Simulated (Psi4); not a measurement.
Torsional profile of SMILES C(/[SiH3])=C/OC, singlet. Scanned: dihedral C1–O2–C3–C4; all other coordinates were relaxed at GFN2-xTB. Points at φ and −φ are mirror images.

Geometry of the scan point at -100° (Å):
```
13

C     -2.1767     0.3938     0.4702
O     -0.7702     0.3479     0.3880
C     -0.3008    -0.6835    -0.3954
C      0.1482    -1.8053     0.1431
Si     0.2363    -1.9860     2.0156
H     -2.4204     1.2365     1.1143
H     -2.5793    -0.5286     0.9011
H     -2.6269     0.5484    -0.5187
H     -0.3812    -0.5098    -1.4693
H      0.5314    -2.5727    -0.5125
H      1.0544    -0.9239     2.5959
H     -1.1142    -1.9491     2.5867
H      0.8307    -3.2969     2.2962
```

Calculation: DF-MP2 (frozen core)/cc-pVTZ // GFN2-xTB (Psi4 1.11).

Scanned values (°): -160, -140, -120, -100, -80, -60, -40, -20, 0, 20, 40, 60, 80, 100, 120, 140, 160, 180.

Question: Describe the profile: where are the wells and the tops?

Answer: Lower than their neighbours: 0° (1.4 kcal/mol), 180° (0.0 kcal/mol). Higher than their neighbours: -60° (5.2 kcal/mol), 60° (5.2 kcal/mol). The whole profile spans 5.2 kcal/mol.
